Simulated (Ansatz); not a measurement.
Geometry optimisation, RKS PBE/def2-SVP in Ansatz 0.2.0.

The input (input.yaml):

```yaml
crystal:
  periodic: [false, false, false]
  atoms:
    - { symbol: W, position_ang: [0.0, 0.0, 0.0] }
    - { symbol: Cl, position_ang: [0.0, 0.0, 2.74] }
    - { symbol: Cl, position_ang: [2.39, 0.0, 0.0] }
    - { symbol: Cl, position_ang: [0.0, 2.39, 0.0] }
    - { symbol: Cl, position_ang: [-2.39, 0.0, 0.0] }
    - { symbol: Cl, position_ang: [0.0, -2.39, 0.0] }
    - { symbol: F, position_ang: [0.0, 0.0, -1.85] }
    - { symbol: Br, position_ang: [1.8861, 1.9648, 0.905] }
    - { symbol: H, position_ang: [1.0602, 1.1044, 2.2512] }
basis:
  gaussian: { orbitals: def2-SVP }
hamiltonian:
  xc: pbe
relax:
  f_tol: 0.15
  max_steps: 25
  restrain:
    - { distance: [0, 7], at: 3.77, k: 30.0 }
    - { distance: [8, 1], at: 2.57, k: 30.0 }
    - { distance: [0, 1], at: 2.39, k: 30.0 }
    - { distance: [8, 7], at: 1.55, k: 30.0 }
output:
  orbitals: {}
```

Launched with:

```bash
$ ansatz run input.yaml --threads 4 --pin off --max-ram 5120MiB --backend cpu --events-out ev --progress --plain --runs-dir out
```

Question: Where does it end, and by what steps?

Answer: The forces met the threshold. The restraints hold the end off the free minimum; the threshold counts their pulls, which the force column leaves out. Restrained pairs: W1–Br8 (2.87 → 3.82 Å), Cl2–H9 (1.61 → 2.57 Å), W1–Cl2 (2.74 → 2.37 Å), Br8–H9 (1.80 → 1.50 Å). After 8 steps the energy has fallen by 7.321 eV (the restraints' own energy left out); H9 moved furthest, 1.06 Å.

```json
{"step": "0", "energy less start (eV)": "0.0000", "largest force component (eV/Å)": "7.271", "accepted": "yes"}
{"step": "1", "energy less start (eV)": "-2.4418", "largest force component (eV/Å)": "6.438", "accepted": "yes"}
{"step": "2", "energy less start (eV)": "-4.1725", "largest force component (eV/Å)": "4.665", "accepted": "yes"}
{"step": "3", "energy less start (eV)": "-5.6635", "largest force component (eV/Å)": "2.826", "accepted": "yes"}
{"step": "4", "energy less start (eV)": "-6.8788", "largest force component (eV/Å)": "1.665", "accepted": "yes"}
{"step": "5", "energy less start (eV)": "-7.2157", "largest force component (eV/Å)": "1.567", "accepted": "yes"}
{"step": "6", "energy less start (eV)": "-7.2891", "largest force component (eV/Å)": "1.693", "accepted": "yes"}
{"step": "7", "energy less start (eV)": "-7.3140", "largest force component (eV/Å)": "1.716", "accepted": "yes"}
{"step": "8", "energy less start (eV)": "-7.3207", "largest force component (eV/Å)": "1.779", "accepted": "yes"}
```

```xyz
9
Properties=species:S:1:pos:R:3
W -0.117 -0.109 -0.078
Cl -0.072 -0.047 2.292
Cl 2.171 -0.200 -0.259
Cl -0.240 2.175 -0.275
Cl -2.443 -0.191 -0.036
Cl -0.159 -2.437 -0.019
F -0.199 -0.206 -1.956
Br 2.292 2.355 1.569
H 1.713 1.729 2.809
```

The run took 58 s on 4 threads of Arm Neoverse V2, on a shared host, peak memory 0.56 GiB.
